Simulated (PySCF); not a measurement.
H3Cl3F2Si3, SMILES F[SiH](F)[SiH2][Si](Cl)(Cl)Cl at its PBE0/def2-SVP optimised geometry (Å):

```
11

Si     0.4816    -1.0983     0.0000
F     -0.0293    -1.8858    -1.3171
F     -0.0194    -1.9385     1.2877
Si    -0.5290     1.0174     0.0000
Si    -0.3555     1.8306    -2.1788
Cl    -0.7479     3.8440    -2.3020
Cl     1.5771     1.4983    -2.8173
Cl    -1.6390     0.8335    -3.4315
H      1.9649    -1.0983     0.0000
H      0.2164     1.9385     0.9108
H     -1.9649     0.9339     0.3995
```

Calculation: PySCF 2.14.0 with PBE0/def2-TZVP.

Map of the HOMO−1 amplitude (bohr^(-3/2)) on the plane z = 0.8 Å; orbital energy -9.23 eV, overall sign arbitrary:

```
|2222222233333333333322222222222|
|2222223333333333333333222222222|
|2222233333333333333333322222222|
|2223333333333333333333322222222|
|2233333333333444443333332222222|
|2333333333344445544333332222222|
|2333333334445566654433332222222|
|3333333444555678865433332222222|
|3333334455566789975433332222222|
|3333344556667778764433332222222|
|3333445677777666544333332222222|
|3333445777766554433333333222222|
|3333445677654432222222333332222|
|3333345565543211111222333333222|
|3333344444432100011222333333322|
|3333333443321000001223333333332|
|2333333333221000001233333333333|
|2233333332221100012334444333333|
|2223333332221111112344444433333|
|2222222222222222223445554433333|
|2222222222223333333445544433333|
|2222222222333444333444444333333|
|2222222223333443223344443333333|
|2222222223333332122333333333332|
|2222222222333321122333333333332|
|2222222222222222222233333333322|
|2222222222222222222223333333222|
|2222222222222222222222233322222|
|2222222222222222222222222222222|
|2222222222222222222222222222222|
|2222222222222222222222222222222|
```
Scale: ten equal steps from -0.051 (start of '0') to 0.125 (end of '9'), in the order '0123456789'; x runs from -4.00 to 4.00, y from -4.00 (bottom) to 4.00 (top).
